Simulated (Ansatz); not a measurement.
In₁₂N₁₂. Charge 0, multiplicity 1. Geometry PBE-D4/def2-SVP.

```csv
atom,x (Å),y (Å),z (Å)
In1,0.332,3.073,1.859
In2,1.229,1.569,-2.202
In3,2.525,-1.567,-1.377
In4,-0.083,0.031,3.588
In5,1.016,-2.306,1.746
In6,2.042,0.694,1.154
In7,-1.182,2.601,-0.683
In8,0.743,-1.433,-3.744
In9,-1.932,-1.055,1.029
In10,-2.693,1.774,1.785
In11,-0.447,-2.912,-1.460
In12,-1.926,0.158,-2.292
N13,1.125,2.207,-0.116
N14,1.311,1.608,3.005
N15,-1.646,3.594,1.171
N16,2.656,-1.279,0.696
N17,2.261,-0.072,-2.969
N18,1.463,-3.104,-2.452
N19,0.773,-1.869,3.762
N20,-2.137,0.056,2.885
N21,-0.795,-2.780,0.604
N22,-0.853,2.040,-2.688
N23,-1.309,-1.677,-3.067
N24,-2.472,0.648,-0.232
```

In the def2 sets In takes a core potential; there is no spin–orbit coupling. Single mean-field runs in def2-SVP, def2-mTZVP are fitted with def2-universal-jkfit. The restricted singlet is unstable towards broken spin symmetry in Hartree–Fock (as tested in another run); at PBE-D4/def2-SVP, BLYP-D4/def2-SVP, r2SCAN-D4/def2-mTZVP, PBE0-D4/def2-SVP and others this wasn't settled. At PBE-D4/def2-SVP, BLYP-D4/def2-SVP an occupied level lies above an empty one. At PBE0-D4/def2-SVP a triplet of charge 0 lies 0.50 eV below the restricted singlet at the same geometry.

Task: Estimate the orbital energies around the gap (eV) in Ansatz with PBE-D4/def2-SVP, BLYP-D4/def2-SVP, r2SCAN-D4/def2-mTZVP, PBE0-D4/def2-SVP, r2SCAN0-D4/def2-SVP.

Result: 
```tsv
orbital	PBE-D4/def2-SVP	BLYP-D4/def2-SVP	r2SCAN-D4/def2-mTZVP	PBE0-D4/def2-SVP	r2SCAN0-D4/def2-SVP
HOMO−9	-6.06	-5.89	-6.27	-7.01	-7.16
HOMO−8	-5.94	-5.76	-6.13	-6.90	-7.06
HOMO−7	-5.90	-5.74	-6.11	-6.79	-6.91
HOMO−6	-5.74	-5.59	-5.97	-6.74	-6.91
HOMO−5	-5.70	-5.56	-5.89	-6.65	-6.81
HOMO−4	-5.58	-5.43	-5.83	-6.49	-6.62
HOMO−3	-5.45	-5.31	-5.63	-6.40	-6.56
HOMO−2	-5.38	-5.24	-5.62	-6.22	-6.36
HOMO−1	-5.21	-5.07	-5.44	-6.10	-6.20
HOMO	-4.64	-4.55	-4.76	-5.29	-5.42
LUMO	-4.71	-4.62	-4.74	-4.13	-4.11
LUMO+1	-4.01	-3.92	-4.02	-3.38	-3.36
LUMO+2	-3.44	-3.36	-3.40	-2.69	-2.63
LUMO+3	-3.33	-3.25	-3.28	-2.56	-2.50
LUMO+4	-3.12	-3.03	-3.06	-2.37	-2.30
LUMO+5	-2.87	-2.78	-2.79	-2.05	-1.96
```
